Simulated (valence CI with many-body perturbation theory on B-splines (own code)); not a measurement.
## Basis-set convergence for V¹⁷⁺

Computed by configuration interaction combined with many-body perturbation theory (CI+MBPT): four valence electrons over a frozen Dirac-Fock core [He], radial functions for each j: 9 s, 9 p, 8 d, 6 f, 3 g, 1 h, with the one-electron correlation potential Σ1 (screened to all orders), the two-electron term Σ2, the three-electron term Σ3, Breit, model QED; selected single and double excitations, second order for the rest, scaled by the run's own slope (own B-spline code, finite nucleus).

No measured levels were compared; by estimate levels of excited configurations hold to 0.05 to 0.15 % of their energy, terms of the ground configuration to about 0.5 %. Among the levels kept, up to 400 cm⁻¹ of a level comes from second order outside the variational space, and about a tenth of that is noise between levels of different J, which matters for small intervals.

The reference run has the lowest level 2s2 2p2 3P_0 and an ionisation energy of 1260.15 eV. Its largest variational space holds 25795 state functions.

Changed runs:
A. basis 6 s, 6 p, 5 d, 3 f, 1 g
B. basis 5 s, 5 p, 4 d, 2 f

Excitation energies of the reference run in cm⁻¹, and shifts in cm⁻¹:

```
                 Level  Reference      A      B
          2s2 2p2 3P_1      37861    -16    -44
          2s2 2p2 3P_2      68181   +8.4    +20
          2s2 2p2 1D_2     161101   +132   +395
          2s2 2p2 1S_0     269132   +202   +612
          2s 2p3 5S°_2     366678   -266   -813
          2s 2p3 3D°_2     623901    +80   +252
          2s 2p3 3D°_1     625176    +80   +256
          2s 2p3 3D°_3     635032    +80   +237
          2s 2p3 3P°_0     732057   +135   +434
          2s 2p3 3P°_1     735612   +133   +421
          2s 2p3 3P°_2     743604   +131   +413
          2s 2p3 3S°_1     897821   +149   +512
Ionisation energy (eV)    1260.15  -0.02  -0.07
```
